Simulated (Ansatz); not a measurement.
Stepwise reaction of BH₃ with hydrogen sulfide, as a gas-phase model of exchange steps in deposition or etching. ΔE in kJ/mol; ΔG adds harmonic PBE0-D4 terms to CCSD(T)/CBS, at 1 bar.

Gas-phase electronic energies from Ansatz, PBE0-D4/def2-TZVP geometries. CCSD(T)/CBS adds triple-zeta CCSD(T) − MP2 to the extrapolated MP2 energy (def2 sets, frozen cores). This one scheme is used for every species. Functionals use def2-TZVPP. B3LYP here is the variant with VWN-RPA as its local correlation; programs differ in this. Each species was taken in one conformer, which may not be the lowest.

| step | reaction | PBE-D4 | B3LYP-D4 | ωB97M-V | CCSD(T)/CBS | ΔG(400 K) |
| --- | --- | --- | --- | --- | --- | --- |
| 1 | BH₃ + H₂S → `BS` + H₂ | -101.6 | -86.7 | -85.7 | -85.7 | -81.3 |
| 2 | `BS` + H₂S → `SBS` + H₂ | -64.6 | -54.3 | -52.7 | -54.3 | -46.6 |
| 3 | `SBS` + H₂S → `SB(S)S` + H₂ | -39.4 | -31.6 | -30.2 | -33.4 | -29.6 |

By hand: ΔE of the 3 steps together at CCSD(T)/CBS.

(-85.7) + (-54.3) + (-33.4) = -173.4 kJ/mol, or -57.8 kJ/mol a step.

In ΔE each step is higher than the one before. All are downhill at CCSD(T)/CBS. ΔG lies between -81.3 and -29.6 kJ/mol a step. PBE-D4 differs from CCSD(T)/CBS by -15.9 to -6.0 kJ/mol a step. Isolated molecules leave out the surface, adducts and barriers. Largest T1 diagnostic: 0.015.
